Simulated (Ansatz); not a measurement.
Two isomers of CH5FSSi2: A = `F[SiH]1[SiH2]CS1`, B = `F[Si]1(S)C[SiH2]1`.

Isolated molecules relaxed with PBE0-D4/def2-TZVP in Ansatz; ΔE leaves out vibrations. CCSD(T)/CBS adds triple-zeta CCSD(T) − MP2 to the extrapolated MP2 energy (def2 sets, frozen cores). Functionals use def2-TZVPP. B3LYP here is the variant with VWN-RPA as its local correlation; programs differ in this. Each species was taken in one conformer, which may not be the lowest.

A:

```xyz
10

F     0.565    1.901   -1.844
Si   -0.379    0.700   -1.356
Si    0.620   -0.939   -0.053
C    -0.115    0.058    1.391
S    -1.375    1.060    0.498
H    -1.316    0.469   -2.481
H    -0.073   -2.249   -0.179
H     2.090   -1.170   -0.007
H     0.601    0.717    1.883
H    -0.616   -0.547    2.148
```

B:

Z-matrix (Å, degrees):
```
Si
S 1 2.111
C 1 1.861 2 118.0
F 1 1.598 2 112.3 3 137.4
Si 1 2.233 2 120.1 3 -64.2
H 2 1.347 1 94.8 3 -66.3
H 3 1.088 1 119.3 2 4.3
H 3 1.090 1 116.9 2 143.4
H 5 1.482 1 122.4 2 -157.6
H 5 1.482 1 122.4 2 3.9
```

Task: Which isomer does CCSD(T)/CBS put lower? Give the gap. (Best estimate.)

Result: Computed: A, by 59.9 kJ/mol.

Task: Give E(B) − E(A) in kJ/mol with HF/def2-TZVPP, B3LYP, MP2/def2-TZVPP, ωB97M-V, PBE-D4, CCSD/def2-TZVPP, PBE0-D4. (Best estimate.)

Result: The calculation gave: HF/def2-TZVPP 66.6, B3LYP 54.0, MP2/def2-TZVPP 58.6, ωB97M-V 55.8, PBE-D4 52.7, CCSD/def2-TZVPP 57.6, PBE0-D4 56.8. None reverses the order clearly.

Largest T1 diagnostic: 0.013.

From PBE to PBE0 (25 % exact exchange), in def2-TZVPP and without D4, E(B) − E(A) moves by +4.5 kJ/mol. In def2-TZVPP, CCSD(T) changes the Hartree–Fock value by −9.4 kJ/mol (the triples alone add −0.4 kJ/mol) and MP2 by −7.9 kJ/mol.
